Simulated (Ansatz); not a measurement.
`[OH][Ti]([F])([F])[F]` + H₂O → `[OH][Ti]([OH])([F])[F]` + H–F at 700 K and 1 bar (formal hydrolysis of a Ti–F bond).

Calculated with Ansatz (gas phase, PBE0-D4/def2-TZVP geometries, no zero-point term in ΔE). CCSD(T)/CBS is the MP2 limit (def2-TZVPP, def2-QZVPP) plus CCSD(T) − MP2 in def2-TZVPP, frozen cores. This one scheme is used for every species. For Ti outer-core shells are correlated without core-valence functions, which leaves a few kJ/mol of doubt a bond. Scalar relativity is left out up to krypton. One conformer a species, not always the lowest.

```tsv
species	CCSD(T)/CBS energy (Eh)	H − E (kJ/mol)	S (J/(mol·K))
`[OH][Ti]([F])([F])[F]`	-1224.33935	116.4	442.7
H₂O	-76.37941	80.5	218.4
`[OH][Ti]([OH])([F])[F]`	-1200.30786	152.0	457.2
H–F	-100.39570	45.2	198.5
```

H − E and S are ideal-gas, rigid-rotor, harmonic terms from PBE0-D4/def2-TZVP, for one conformer and one mirror image of each species. 1 Eh = 2625.50 kJ/mol, R = 8.31446 J/(mol·K).

Problem. By hand: ΔE, ΔH, ΔS and ΔG.

Solution. ΔE = (-1200.30786) + (-100.39570) − (-1224.33935) − (-76.37941) = 0.01520 Eh = 39.9 kJ/mol. Δ(H − E) = 152.0 + 45.2 − 116.4 − 80.5 = 0.3, so ΔH = 40.2 kJ/mol. ΔS = 457.2 + 198.5 − 442.7 − 218.4 = -5.4 J/(mol·K). ΔG = 40.2 − 700 × (-5.4)/1000 = 44.0 kJ/mol.

Problem. By hand: the equilibrium constant, and the temperature at which ΔG would vanish if ΔH and ΔS stayed fixed.

Solution. log₁₀ K = −ΔG/(RT ln 10) = -3.3. ΔH and −TΔS have one sign here, so there is no such temperature.

The number of gas molecules stays the same, so ΔS is small and ΔH decides. A doubt of 5 kJ/mol in ΔE shifts log₁₀ K by 0.4 here. Other conformers and mirror images would add mixing entropy, several J/(mol·K) or more a flexible species. These are equilibria of isolated gas molecules and say nothing of rates. Largest T1 diagnostic: 0.023 (customary marks: 0.02 for closed shells, 0.045 for open ones).

ΔS is within the doubt of such terms, so its sign, and with it that verdict, could turn.
